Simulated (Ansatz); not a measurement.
Geometry optimisation, RKS PBE/def2-SVP (Ansatz 0.2.0).

input.yaml

```yaml
crystal:
  periodic: [false, false, false]
  atoms:
    - { symbol: Ga, position_ang: [0.0, 0.0, 0.0] }
    - { symbol: O, position_ang: [0.0, 0.0, 1.79] }
    - { symbol: H, position_ang: [-0.9095, -0.2814, 2.1271] }
    - { symbol: O, position_ang: [1.5501, 0.0, -0.895] }
    - { symbol: H, position_ang: [1.85, -0.9519, -1.0499] }
    - { symbol: Cl, position_ang: [-1.9398, 0.0, -1.12] }
basis:
  gaussian: { orbitals: def2-SVP }
hamiltonian:
  xc: pbe
relax:
  f_tol: 0.02
  max_steps: 40
```

Launched with:

```bash
$ ansatz run input.yaml --threads 2 --pin off --max-ram 3072MiB --backend cpu --events-out ev --progress --plain --runs-dir out
```

**Question.** Where does it end, and by what steps?

**Answer.** The forces met the threshold. After 7 steps the energy has fallen by 0.271 eV; H5 moved furthest, 0.74 Å.

| step | energy less start (eV) | largest force component (eV/Å) | accepted |
| --- | --- | --- | --- |
| 0 | 0.0000 | 1.389 | yes |
| 1 | -0.0260 | 2.344 | yes |
| 2 | -0.0844 | 0.795 | yes |
| 3 | -0.0896 | 0.607 | yes |
| 4 | -0.1844 | 0.451 | yes |
| 5 | -0.2448 | 0.238 | yes |
| 6 | -0.2649 | 0.190 | yes |
| 7 | -0.2712 | 0.010 | yes |

```xyz
6
Properties=species:S:1:pos:R:3
Ga 0.051 -0.203 0.113
O -0.082 -0.043 1.888
H -1.015 0.047 2.158
O 1.681 -0.390 -0.596
H 1.628 -0.469 -1.567
Cl -1.713 -0.175 -1.143
```

Whether the end is a true minimum wasn't checked by a vibrational analysis.

Run time: 12 s on 2 threads of Arm Neoverse V1, on a shared host, peak memory 0.13 GiB.
